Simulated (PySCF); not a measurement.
**From computed data to an observable: dipole moment from atomic charges**

BrFH₃NSi, SMILES N[SiH](F)Br. Atoms are numbered in the order given.

```xyz
7

Si     0.3191    -0.9064     0.3256
N      2.0039    -0.7394     0.2142
F     -0.3289    -1.8816    -0.7979
Br    -0.5868     1.0817    -0.0172
H     -0.0683    -1.4662     1.6373
H      2.6319    -1.4527     0.5660
H      2.4397    -0.1416    -0.4779
```
Charge 0, spin multiplicity 1.

Geometry optimised at PBE0-D3(BJ)/def2-SVP. This is a generated structure with no PubChem entry under its InChIKey; it may be hypothetical. Other conformers were not sampled.

Charges (e) from PBE/def2-TZVP run with PySCF:

```json
[
 {"atom": "Si1", "ESP fit": "0.533", "Mulliken": "0.585"},
 {"atom": "N2", "ESP fit": "-0.991", "Mulliken": "-0.555"},
 {"atom": "F3", "ESP fit": "-0.232", "Mulliken": "-0.271"},
 {"atom": "Br4", "ESP fit": "-0.126", "Mulliken": "-0.207"},
 {"atom": "H5", "ESP fit": "-0.032", "Mulliken": "-0.031"},
 {"atom": "H6", "ESP fit": "0.433", "Mulliken": "0.238"},
 {"atom": "H7", "ESP fit": "0.416", "Mulliken": "0.241"}
]
```

The dipole moment of the full density is 2.50 D.

Q: What dipole moment does each set of point charges give, and which comes closer to that of the density?

A: 
μ = Σ q r, and 1 e Å = 4.8032 D.
ESP fit: Σ q r = (0.491, -0.091, 0.142) e Å, |μ| = 2.50 D.
Mulliken: Σ q r = (0.502, -0.168, 0.260) e Å, |μ| = 2.83 D.
ESP fit comes closer in size. Point charges leave out the atoms' own dipoles (lone pairs, polarised bonds); fits to the potential absorb them, partitions of the density don't.
